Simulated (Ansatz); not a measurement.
Reaction (ligand exchange at a B–N bond): `BNC(C)O` + `NC[TeH]` → `BNC[TeH]` + `CC(N)O`

Calculated with Ansatz (gas phase, PBE0-D4/def2-TZVP geometries, no zero-point term in ΔE). CBS: MP2 limit from def2 TZ/QZ plus the TZ coupled-cluster correction, frozen cores. DFT in def2-TZVPP. def2 core potentials past Kr. For Te outer-core shells are correlated without core-valence functions, which leaves a few kJ/mol of doubt a bond. Each species was taken in one conformer, which may not be the lowest.

`BNC(C)O`:

Z-matrix (Å, degrees):
```
C
N 1 1.444
O 1 1.409 2 111.0
C 1 1.510 2 112.2 3 119.3
H 1 1.097 2 106.1 3 -120.3
B 2 1.386 1 126.6 3 115.1
H 2 1.011 1 112.9 3 -64.3
H 3 0.962 1 107.8 2 -56.9
H 4 1.090 1 110.1 2 -179.5
H 4 1.090 1 110.3 2 59.9
H 4 1.093 1 110.0 2 -60.4
H 6 1.196 2 119.2 1 -179.7
H 6 1.198 2 118.6 1 0.1
```

`NC[TeH]`:

Z-matrix (Å, degrees):
```
C
Te 1 2.168
N 1 1.439 2 107.9
H 1 1.095 2 106.1 3 -125.7
H 1 1.088 2 107.3 3 117.9
H 2 1.660 1 93.9 3 146.0
H 3 1.012 1 111.4 2 166.7
H 3 1.012 1 111.6 2 -71.4
```

`BNC[TeH]`:

Z-matrix (Å, degrees):
```
C
N 1 1.428
Te 1 2.173 2 114.4
H 1 1.092 2 112.5 3 117.8
H 1 1.087 2 109.7 3 -120.8
B 2 1.388 1 126.0 3 115.3
H 2 1.009 1 114.0 3 -61.9
H 3 1.657 1 92.5 2 -64.4
H 6 1.198 2 118.7 1 0.6
H 6 1.195 2 118.7 1 -179.6
```

`CC(N)O`:

Z-matrix (Å, degrees):
```
C
C 1 1.510
H 1 1.090 2 110.4
H 1 1.090 2 110.2 3 121.1
H 1 1.093 2 109.7 3 -119.0
N 2 1.435 1 110.4 3 -179.5
O 2 1.426 1 106.0 3 55.8
H 2 1.098 1 109.8 3 -61.9
H 6 1.012 2 112.1 1 175.4
H 6 1.013 2 110.5 1 -63.8
H 7 0.961 2 108.3 1 -175.5
```

```
             level  ΔE (kcal/mol)  difference from CCSD(T)/CBS
            PBE-D4           -2.0                         -0.3
         r2SCAN-D4           -2.0                         -0.3
           ωB97M-V           -1.4                          0.3
               PBE           -2.0                         -0.3
            r2SCAN           -2.0                         -0.3
              PBE0           -1.6                          0.1
CCSD(T)/def2-TZVPP           -1.7                          0.0
     HF/def2-QZVPP           -0.8                          0.9
    MP2/def2-QZVPP           -1.9                         -0.2
      HF/CBS(def2)           -0.8                          0.9
       CCSD(T)/CBS           -1.7                            0
```

Largest T1 diagnostic among the species: 0.012.

In def2-TZVPP, CCSD(T) changes the Hartree–Fock value by −0.9 kcal/mol (the triples alone add −0.2 kcal/mol) and MP2 by −1.1 kcal/mol.
